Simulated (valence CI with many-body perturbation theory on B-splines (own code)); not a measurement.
## Ladder of approximations for Au XLI

Calculated by valence CI with perturbative core correlation (CI+MBPT): three valence electrons over a frozen Dirac-Fock core [Kr], radial functions for each j: 9 s, 9 p, 10 d, 8 f, 5 g, 3 h, 1 i, with the one-electron correlation potential Σ1, the two-electron term Σ2, the three-electron term Σ3, Breit, model QED; selected CI, second order for the rest (own B-spline code, finite nucleus).

No measured spectrum was set against this ion. As an estimate, large intervals hold to a few tenths of a per cent, small ones and those within an open d or f shell to about a per cent. Only levels of the ground parity were solved; by the run's estimate the other parity begins above the list, which can be wrong where configurations are misplaced.

Each rung adds one term. CI alone is the Dirac-Coulomb CI over the frozen core; QED comes last and gives the full result, which names the levels. Energies are above (4d3/2^3) J=3/2 on the same rung, in cm⁻¹.

Levels are named by their leading jj configuration (3d3/2^4 stands for four electrons in 3d with j = 3/2), which in mixed levels can hold well under half, so a name can repeat and another be missing. Letters in brackets count levels of one name in rising energy.

```tsv
Level	CI alone	+ Σ1	+ Σ2	+ Σ3	+ Breit	Full
(4d3/2^2 4d5/2) J=5/2 [a]	184316	185190	185623	185792	181521	182072
(4d3/2^2 4d5/2) J=3/2	205013	205868	205373	205879	201939	202479
(4d3/2^2 4d5/2) J=7/2	222748	223660	222103	221948	216795	217358
(4d3/2^2 4d5/2) J=9/2	225668	226570	224044	224018	218520	219070
(4d3/2^2 4d5/2) J=1/2	223990	224855	223840	224340	220183	220729
(4d3/2^2 4d5/2) J=5/2 [b]	301140	302069	299973	299571	295184	295767
(4d3/2 4d5/2^2) J=7/2 [a]	400963	402695	403097	403149	394527	395621
(4d3/2 4d5/2^2) J=9/2	419212	420979	420213	420387	410940	412048
(4d3/2 4d5/2^2) J=3/2 [a]	431318	433052	433849	433667	425633	426733
(4d3/2 4d5/2^2) J=1/2	441680	443421	443515	444009	435763	436866
(4d3/2 4d5/2^2) J=5/2 [a]	449276	450985	449238	448721	440601	441681
(4d3/2 4d5/2^2) J=11/2	455723	457510	454272	454255	444159	445265
(4d3/2 4d5/2^2) J=5/2 [b]	478605	480387	478509	477895	469209	470325
(4d3/2 4d5/2^2) J=7/2 [b]	483796	485558	482275	481891	472872	473970
(4d3/2 4d5/2^2) J=3/2 [b]	543978	545767	546182	545508	537416	538545
(4d5/2^3) J=9/2	632967	635588	635979	635822	622595	624253
(4d5/2^3) J=3/2	677895	680480	680145	679758	667595	669234
(4d5/2^3) J=5/2	711508	714085	715912	715039	702977	704618
```

(1) How does the ionisation energy move along the ladder, and which term matters most?

Answers

(1) CI alone 1901.8, + Σ1 1904.7, + Σ2 1906.5, + Σ3 1906.5, + Breit 1905.1, + QED 1905.2 eV. The largest step is Σ1, 2.9 eV. NIST lists 1904 ± 4 eV (theoretical).
